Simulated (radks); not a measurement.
The iodine ion I3+, configuration [Kr] 4d10 5s2 5p2.

All-electron calculation, Dirac Kohn-Sham, PBE, spin-unpolarised, spherical densities, point nucleus; open shells fill j = l - 1/2 first. Program: a radial shooting solver on a logarithmic mesh with Libxc functionals.

Energy parts (eV):
total: -193660.069
kinetic: 205288.017
electron-nucleus: -469095.187
Hartree: 75062.062
exchange-correlation: -4914.960

Orbitals (lengths in bohr, moments of r in powers of bohr; <r^-3> diverges for s and p1/2):
orbital  occ.  eigenvalue (eV)  <r^-3>   <1/r>      <r>     <r^2>  small-component weight
1s1/2       2        -32993.32       -   56.84  0.02722  0.001005                3.81e-02
2s1/2       2        -5123.058       -   13.27   0.1167   0.01613                8.15e-03
2p1/2       2        -4808.516       -   13.25  0.09846   0.01193                8.18e-03
2p3/2       4        -4509.769    5230   12.22   0.1041   0.01322                7.76e-03
3s1/2       2        -1059.663       -   4.731   0.3137    0.1126                2.41e-03
3p1/2       2        -929.6555       -   4.641   0.3040    0.1074                2.35e-03
3p3/2       4        -873.4306    1006   4.387   0.3155    0.1155                2.24e-03
3d3/2       4        -644.4703   160.9   4.241   0.2865   0.09721                2.12e-03
3d5/2       6        -632.6477   148.8   4.176   0.2901   0.09955                2.09e-03
4s1/2       2        -212.2905       -   1.902   0.7396    0.6181                6.90e-04
4p1/2       2        -166.9097       -   1.791   0.7721    0.6794                6.28e-04
4p3/2       4        -155.9469   196.4   1.709   0.8002    0.7295                5.92e-04
4d3/2       4         -82.9520   24.03   1.460   0.9098    0.9670                4.52e-04
4d5/2       6         -81.2249   22.02   1.439   0.9208    0.9906                4.43e-04
5s1/2       2         -46.1904       -  0.7148    1.832     3.761                1.36e-04
5p1/2       2         -35.0669       -  0.6258    2.070     4.821                1.07e-04
5p3/2       0         -33.6259   25.90  0.6024    2.140     5.148                1.01e-04

The highest occupied level is 5p1/2 at -35.067 eV. Summed over all electrons, <r^2> = 34.49 bohr^2, which gives a Langevin (diamagnetic) susceptibility term of -27.3 x 10^-6 cm^3/mol. The density falls to 0.001 e/bohr^3 at r = 3.62 bohr. For comparison, the ionisation energy in NIST's Atomic Spectra Database is 40.36 eV (measured). In exact Kohn-Sham theory the highest level is minus the ionisation energy, but local and semilocal functionals leave it too shallow, through self-interaction and a potential that decays too fast; potentials with the right tail come closer.

Beside tabulated values, note that spin-unpolarised runs miss the spin-polarisation part of the exchange energy of open shells.
